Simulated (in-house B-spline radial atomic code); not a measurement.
Sr²⁺. Computed with a B-spline radial atomic code. Model: non-relativistic spherical atom: semilocal Troullier-Martins pseudo-atom, one channel per l, against all electrons, high spin, G0W0 and RPA with empty states to l = 8, local potential for every l without a channel, a model core (radius 0 = none) keeps its share of the functional.

Without relativity these are model numbers for so heavy an element.

What the tables leave out is listed at the end.

The pseudopotential gives back the lowest level of each angular momentum of its own functional in the configuration it was made in; a second state of the same l is only approximately right. Exact exchange, RPA and GW see the smooth pseudo-orbitals and miss the exchange with the core, for which the functional's share stands in. The column with an uncorrelated core keeps all orbitals and exact exchange, and so separates missing core correlation from pseudisation. Only the three outermost levels and the lowest empty one were computed. RPA here is direct RPA, with no exchange kernel, and its energies carry an (l + 1/2)⁻⁴ tail. A hybrid on a potential with a model core restores only its own semilocal share of the core's exchange.

Command:
```bash
python run_psgw.py task.json out
```
Settings (lengths in bohr, energies in hartree):
```
Z                      38
electrons              36
configuration          [Ar] 3d10 4s2 4p6
generated_in           [Ar] 3d10 4s2 4p6
functional             pbe,pbe
core_shells            4
radius_factor          1.15
core_correction        False
```

Cost of the run: 15 s on 1 thread of Intel(R) Xeon(R) 6975P-C (Granite Rapids) (shared host).

Given: made with PBE; model core radius 0 bohr; local radius 0.632 bohr; mean-field start PBE.

Valence shells of the generating configuration: 3p, 3d, 4s, 4p.

Channel: s 1.384, p 0.499, d 1.297 (radii in bohr).

Computed: largest level miss in the spin-unpolarised generating configuration 0.154 eV; valence RPA correlation energy all-electron orbitals -1.654 hartree; all-electron RPA polarisability, core included 5.4537 bohr³; pseudo-atom RPA polarisability 5.1384 bohr³.

```tsv
level	occupied	mean-field all-electron (eV)	mean-field pseudo minus all (eV)	G0W0 all-electron (eV)	G0W0 uncorrelated core minus all (eV)	G0W0 pseudo minus all (eV)	exchange self-energy all-electron (eV)	exchange self-energy pseudo (eV)
4p	1	-36.453	-0.154	-43.11	0.006	0.119	-27.536	-25.692
```

(1) What is the valence RPA correlation energy pseudo?

Given: mean-field start PBE0.

Computed: valence RPA correlation energy all-electron orbitals -1.5992 hartree; valence RPA correlation energy pseudo -1.6264 hartree; all-electron RPA polarisability, core included 5.0125 bohr³.

| level | occupied | mean-field all-electron (eV) | mean-field pseudo minus all (eV) | G0W0 all-electron (eV) | G0W0 uncorrelated core minus all (eV) | G0W0 pseudo minus all (eV) | exchange self-energy all-electron (eV) | exchange self-energy pseudo (eV) |
| --- | --- | --- | --- | --- | --- | --- | --- | --- |
| 4p | 1 | -38.391 | -0.039 | -43.257 | 0.007 | 0.15 | -27.465 | -25.636 |
| 5s (empty) | 0 | -12.546 | -0.177 | -10.838 | -0.012 | -0.353 | -1.8664 | -2.13 |

(2) What is the pseudo-atom RPA polarisability?

Given: mean-field start Hartree-Fock.

Computed: valence RPA correlation energy all-electron orbitals -1.4614 hartree; all-electron RPA polarisability, core included 4.1628 bohr³; pseudo-atom RPA polarisability 4.116 bohr³.

```
     level  occupied  mean-field all-electron (eV)  mean-field pseudo minus all (eV)  G0W0 all-electron (eV)  G0W0 uncorrelated core minus all (eV)  G0W0 pseudo minus all (eV)  exchange self-energy all-electron (eV)  exchange self-energy pseudo (eV)
        4p         1                       -42.956                             0.373                 -43.601                                  0.007                       0.261                                 -27.134                           -25.351
        4s         1                       -64.641                            -2.652                 -61.891                                 -0.083                      -2.591                                 -34.727                           -35.816
5s (empty)         0                       -10.268                            -0.397                   -10.8                                 -0.007                      -0.372                                 -1.2214                           -1.6543
```

(3) What is the valence RPA correlation energy pseudo?

Results:

(1) -1.6697 hartree.

(2) 4.7817 bohr³.

(3) -1.5129 hartree.

Among the listed levels the largest G0W0 shift of the pseudo-atom is -2.59 eV, for 4s on the Hartree-Fock start, while leaving the core uncorrelated moves that level by -0.08 eV. So pseudisation and the lost core exchange, not the missing core correlation, make the error. Not in the tables (levels of low weight, unsolved or above zero; the highest and the empty levels are kept at any weight): on PBE the G0W0 levels 4s (pseudo minus all -2.98 eV, weights 0.44 and 0.56), 3d (pseudo minus all +3.33 eV, weights 0.63 and 0.78); on PBE0 the G0W0 levels 4s (pseudo minus all -2.72 eV, weights 0.73 and 0.72), 3d (pseudo minus all +3.65 eV, weights 0.86 and 1.70); on Hartree-Fock the G0W0 levels 3d (pseudo minus all +4.42 eV, weights 0.33 and 0.28).
